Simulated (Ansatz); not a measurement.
Isolated molecules relaxed with PBE0-D4/def2-TZVP in Ansatz; ΔE leaves out vibrations. CCSD(T)/CBS is the MP2 limit (def2-TZVPP, def2-QZVPP) plus CCSD(T) − MP2 in def2-TZVPP, frozen cores. This one scheme is used for every species. DFT in def2-TZVPP. Elements past krypton have def2 core potentials. For I, Sn outer-core shells are correlated without core-valence functions, which leaves a few kJ/mol of doubt a bond. One conformer a species, not always the lowest.

Consider the ligand exchange at the Sn–C bond: `O[CH2][SnH2][Cl]` + HI → `[Cl][SnH2][I]` + CH₃OH.

`O[CH2][SnH2][Cl]`:

Cartesian coordinates in Å:
```
O -0.500 -1.520 0.767
C 0.538 -0.639 0.395
Sn -0.384 1.154 -0.358
Cl -0.449 0.909 -2.686
H -0.118 -2.372 0.995
H 1.188 -0.378 1.240
H 1.163 -1.039 -0.412
H -1.997 1.333 0.147
H 0.559 2.552 -0.088
```

HI:

```xyz
2

I     0.183    0.263   -0.739
H    -0.183   -0.263    0.739
```

`[Cl][SnH2][I]`:

Cartesian coordinates in Å:
```
Cl -2.136 -0.180 -0.603
Sn 0.052 0.220 0.068
I 1.393 -2.072 -0.151
H 0.701 1.354 -1.016
H -0.010 0.677 1.702
```

CH₃OH:

```xyz
6

C     0.115   -0.171   -0.290
O    -0.770    0.157    0.756
H    -0.362   -0.955   -0.879
H     1.074   -0.557    0.078
H     0.312    0.680   -0.954
H    -0.369    0.846    1.289
```

```
          level  ΔE (kJ/mol)
         r2SCAN       -141.8
CCSD/def2-TZVPP       -130.8
```

Question: What does CCSD(T)/CBS give? (Estimate.)

Answer: Ansatz gave: -142.1 kJ/mol. The listed levels differ from it by 0.3, 11.3 kJ/mol.

Largest T1 diagnostic among the species: 0.011.

In def2-TZVPP, CCSD(T) changes the Hartree–Fock value by +28.1 kJ/mol (the triples alone add +1.8 kJ/mol) and MP2 by +19.6 kJ/mol. From PBE to PBE0 (25 % exact exchange), in def2-TZVPP and without D4, ΔE moves by −5.7 kJ/mol.
